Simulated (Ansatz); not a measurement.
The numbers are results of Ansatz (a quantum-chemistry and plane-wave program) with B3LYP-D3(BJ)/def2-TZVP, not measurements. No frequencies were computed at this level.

Ansatz 0.2 input:
```yaml
crystal:
  periodic: [false, false, false]
  atoms:
    - { symbol: C, position_ang: [-1.786311, -0.316309, -0.102216] }
    - { symbol: Al, position_ang: [0.002033, 0.533667, 0.008391] }
    - { symbol: C, position_ang: [1.790769, -0.322152, 0.070252] }
    - { symbol: I, position_ang: [-0.012387, 3.070841, 0.107299] }
    - { symbol: H, position_ang: [-1.744297, -1.410168, -0.087467] }
    - { symbol: H, position_ang: [-2.432422, -0.010076, 0.730008] }
    - { symbol: H, position_ang: [-2.321224, -0.029997, -1.016329] }
    - { symbol: H, position_ang: [2.087041, -0.594756, 1.089879] }
    - { symbol: H, position_ang: [1.841416, -1.243451, -0.519717] }
    - { symbol: H, position_ang: [2.572939, 0.348558, -0.307975] }
basis:
  gaussian: { orbitals: def2-tzvp }
hamiltonian:
  xc: b3lyp
  dispersion: d3bj
relax:
  max_steps: 150
```

Output:

```
Functional definition: B3LYP
1294 factors; their error is unknown
mean field evaluation 1: about -16862.5989 eV, gradient 7.8e1 eV
mean field evaluation 2: about -16852.8194 eV, gradient 9.0e1 eV
mean field evaluation 4: about -16876.2583 eV, gradient 5.1e0 eV
mean field evaluation 8: about -16876.5423 eV, gradient 6.3e-1 eV
mean field evaluation 16: about -16876.5426 eV, gradient 2.9e-5 eV
mean field -16876.54262340 eV, -620.2015020785 hartree, gradient 2.9e-5 eV, S^2 0.000000; 0 other end points of the search recorded, 0 dependent functions left out
reference -16876.54290589 eV, -620.2015124600 hartree; 28, 28 occupied and 157, 157 virtual orbitals, 1294 factors
relax step   1: F+E_penalty+E_count = -16876.91269453 eV  Δ(F+E_penalty+E_count) = +0.000e0 eV  max|allowed force component| = 2.827e-1 eV/Å  Δτ_max = 0.0000 Å  (28 SCF iters, accepted)
these checks for a lower state are left out or cut short: starts, cluster_reference, orbital_swaps, neighbouring_geometries, increment
1294 factors; their error is unknown
mean field -16876.57107979 eV, -620.2025478315 hartree, gradient 2.3e-5 eV, S^2 0.000000; 0 other end points of the search recorded, 0 dependent functions left out
reference -16876.57136018 eV, -620.2025581356 hartree; 28, 28 occupied and 157, 157 virtual orbitals, 1294 factors
relax step   2: F+E_penalty+E_count = -16876.94761047 eV  Δ(F+E_penalty+E_count) = -3.492e-2 eV  max|allowed force component| = 2.412e-1 eV/Å  Δτ_max = 0.0663 Å  (30 SCF iters, accepted)
these checks for a lower state are left out or cut short: starts, cluster_reference, orbital_swaps, neighbouring_geometries, increment
1294 factors; their error is unknown
mean field -16876.57407956 eV, -620.2026580712 hartree, gradient 2.3e-5 eV, S^2 0.000000; 0 other end points of the search recorded, 0 dependent functions left out
reference -16876.57435930 eV, -620.2026683514 hartree; 28, 28 occupied and 157, 157 virtual orbitals, 1294 factors
relax step   3: F+E_penalty+E_count = -16876.95106929 eV  Δ(F+E_penalty+E_count) = -3.459e-3 eV  max|allowed force component| = 2.972e-2 eV/Å  Δτ_max = 0.0293 Å  (30 SCF iters, accepted)
these checks for a lower state are left out or cut short: starts, cluster_reference, orbital_swaps, neighbouring_geometries, increment
1294 factors; their error is unknown
mean field evaluation 32: about -16876.3545 eV, gradient 7.6e-1 eV
mean field -16876.57433997 eV, -620.2026676410 hartree, gradient 2.3e-5 eV, S^2 0.000000; 0 other end points of the search recorded, 0 dependent functions left out
reference -16876.57461954 eV, -620.2026779149 hartree; 28, 28 occupied and 157, 157 virtual orbitals, 1294 factors
relax step   4: F+E_penalty+E_count = -16876.95128762 eV  Δ(F+E_penalty+E_count) = -2.183e-4 eV  max|allowed force component| = 9.303e-3 eV/Å  Δτ_max = 0.0102 Å  (31 SCF iters, accepted)
1294 factors; their error is unknown
mean field -16876.57433997 eV, -620.2026676410 hartree, gradient 2.3e-5 eV, S^2 0.000000; 1 other end points of the search recorded, 0 dependent functions left out
reference -16876.57461954 eV, -620.2026779149 hartree; 28, 28 occupied and 157, 157 virtual orbitals, 1294 factors
Total energy: -16876.95156718 eV, -620.2165304854 hartree
Atom 0 at    -1.730610    -0.321328    -0.099512 Å, force     0.003002     0.003930     0.001308 eV/Å
Atom 1 at     0.003304     0.558436     0.007351 Å, force     0.001770     0.008177     0.000264 eV/Å
Atom 2 at     1.740891    -0.319235     0.058777 Å, force    -0.001375     0.005512    -0.009303 eV/Å
Atom 3 at    -0.020985     3.063661     0.118759 Å, force    -0.000885    -0.000318     0.001207 eV/Å
Atom 4 at    -1.646708    -1.410042    -0.096995 Å, force    -0.000610    -0.003685    -0.000144 eV/Å
Atom 5 at    -2.366911    -0.023361     0.737858 Å, force    -0.003130    -0.001668     0.000886 eV/Å
Atom 6 at    -2.255220    -0.022142    -1.011169 Å, force    -0.003021    -0.002257    -0.002254 eV/Å
Atom 7 at     2.002185    -0.567975     1.092486 Å, force     0.001864    -0.001669     0.005271 eV/Å
Atom 8 at     1.738196    -1.254483    -0.506516 Å, force     0.000845    -0.003597     0.001082 eV/Å
Atom 9 at     2.533417     0.322625    -0.328914 Å, force     0.001540    -0.004425     0.001683 eV/Å
Dipole moment:     0.004113    -0.452553    -0.019537 e Å
```

Cost: very roughly 50 core-seconds.
